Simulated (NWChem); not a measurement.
System: Si$_{2}$NH$_{6}$Cl; SMILES N[Si@H](Cl)[SiH3]

NWChem input:

```
start job
memory heap 200 mb stack 900 mb global 1100 mb
geometry units angstroms noautosym nocenter noautoz
  N     -1.931254     0.314059    -0.400002
  Si    -0.463579     0.088948     0.477942
  Si     0.519192    -1.939614    -0.172658
  Cl     0.978904     1.612461     0.198548
  H     -1.938531     0.208203    -1.408282
  H     -2.577559     1.041357    -0.112460
  H     -0.816123     0.164209     1.916510
  H      1.857889    -2.097925     0.454632
  H      0.674310    -1.968655    -1.653975
  H     -0.345304    -3.081325     0.235124
end
basis spherical
  * library 6-31+g*
end
dft
  xc pbe0
  iterations 150
end
property
  response 1 0.0773
end
task dft property
```

Parts of the log:

```
             Northwest Computational Chemistry Package (NWChem) 7.3.0
             --------------------------------------------------------

                             Geometry "geometry" -> ""
                             -------------------------

 Output coordinates in angstroms (scale by  1.889725989 to convert to a.u.)

  No.       Tag          Charge          X              Y              Z
 ---- ---------------- ---------- -------------- -------------- --------------
    1 N                    7.0000    -1.93125400     0.31405900    -0.40000200
    2 Si                  14.0000    -0.46357900     0.08894800     0.47794200
    3 Si                  14.0000     0.51919200    -1.93961400    -0.17265800
    4 Cl                  17.0000     0.97890400     1.61246100     0.19854800
    5 H                    1.0000    -1.93853100     0.20820300    -1.40828200
    6 H                    1.0000    -2.57755900     1.04135700    -0.11246000
    7 H                    1.0000    -0.81612300     0.16420900     1.91651000
    8 H                    1.0000     1.85788900    -2.09792500     0.45463200
    9 H                    1.0000     0.67431000    -1.96865500    -1.65397500
   10 H                    1.0000    -0.34530400    -3.08132500     0.23512400

 Effective nuclear repulsion energy (a.u.)     271.4329350490

                              NWChem Property Module
                              ----------------------

                                 NWChem DFT Module
                                 -----------------

 Summary of "ao basis" -> "ao basis" (spherical)
 ------------------------------------------------------------------------------
       Tag                 Description            Shells   Functions and Types
 ---------------- ------------------------------  ------  ---------------------
 N                          6-31+g*                  8       18   4s3p1d
 Si                         6-31+g*                 10       22   5s4p1d
 Cl                         6-31+g*                 10       22   5s4p1d
 H                          6-31+g*                  2        2   2s

            General Information
            -------------------
          SCF calculation type: DFT
          Wavefunction type:  closed shell.
          No. of atoms     :    10
          No. of electrons :    58
           Alpha electrons :    29
            Beta electrons :    29
          Charge           :     0
          Spin multiplicity:     1
          Use of symmetry is: off; symmetry adaption is: off
          Maximum number of iterations: 150
          AO basis - number of functions:    96
                     number of shells:    50
          Convergence on energy requested:  1.00D-06
          Convergence on density requested:  1.00D-05
          Convergence on gradient requested:  5.00D-04

              XC Information
              --------------
                         PBE0 Method XC Functional
                     Hartree-Fock (Exact) Exchange  0.250
          PerdewBurkeErnzerhof Exchange Functional  0.750
            Perdew 1991 LDA Correlation Functional  1.000 local
           PerdewBurkeErnz. Correlation Functional  1.000 non-local

             Grid Information
             ----------------
          Grid used for XC integration:  medium
          Radial quadrature: Mura-Knowles
          Angular quadrature: Lebedev.
          Tag              B.-S. Rad. Rad. Pts. Rad. Cut. Ang. Pts.
          ---              ---------- --------- --------- ---------
          N                   0.65       49          13.0       434
          Si                  1.10       88          13.0       590
          Cl                  1.00       88          14.0       590
          H                   0.35       45          14.0       434
          Grid pruning is: on
          Number of quadrature shells:   583
          Spatial weights used:  Erf1

      Superposition of Atomic Density Guess
      -------------------------------------

 Sum of atomic energies:       -1094.37183783

      Non-variational initial energy
      ------------------------------

 Total energy =   -1095.738515
 1-e energy   =   -2053.281259
 2-e energy   =     686.109809
 HOMO         =      -0.314972
 LUMO         =       0.016771

   convergence    iter        energy       DeltaE   RMS-Dens  Diis-err
 ---------------- ----- ----------------- --------- --------- ---------
 d= 0,ls=0.0,diis     1  -1097.0433360189 -1.37D+03  1.32D-02  4.37D-01
 d= 0,ls=0.0,diis     2  -1097.0515859559 -8.25D-03  6.81D-03  3.67D-01
 d= 0,ls=0.0,diis     3  -1097.0962916778 -4.47D-02  1.37D-03  2.77D-02
 d= 0,ls=0.0,diis     4  -1097.0990797461 -2.79D-03  6.89D-04  2.75D-03
 d= 0,ls=0.0,diis     5  -1097.0994803207 -4.01D-04  9.88D-05  4.26D-05
  Resetting Diis
 d= 0,ls=0.0,diis     6  -1097.0994862640 -5.94D-06  1.98D-05  1.72D-06
 d= 0,ls=0.0,diis     7  -1097.0994865474 -2.83D-07  6.96D-06  7.44D-08

         Total DFT energy =    -1097.099486547375
      One electron energy =    -2057.000114774854
           Coulomb energy =      767.290768865915
    Exchange-Corr. energy =      -78.823075687449
 Nuclear repulsion energy =      271.432935049014

 Numeric. integr. density =       57.999970538958

                       DFT Final Molecular Orbital Analysis
                       ------------------------------------

[...]

 DFT Linear Response polarizability / au
 Frequency  =       0.0773000 / au
 Wavelength =     589.4353558 / nm
              X              Y              Z
 -----------------------------------------------
 X      75.4672978      1.6379279     -0.2440235
 Y       1.6379268     85.2896889      2.9530566
 Z      -0.2440160      2.9530502     63.5783844
 -----------------------------------------------
 Eigenvalues =      75.2422761     85.9264691     63.1666260
 Isotropic   =      74.7784571
 Anisotropic =      19.7228770
 -----------------------------------------------

 Magnetic Dipole Response Matrix (nonzero elements):
```

Level: PBE0/6-31+G* (spherical d). The geometry was optimised at B3LYP/6-31G* (spherical d).
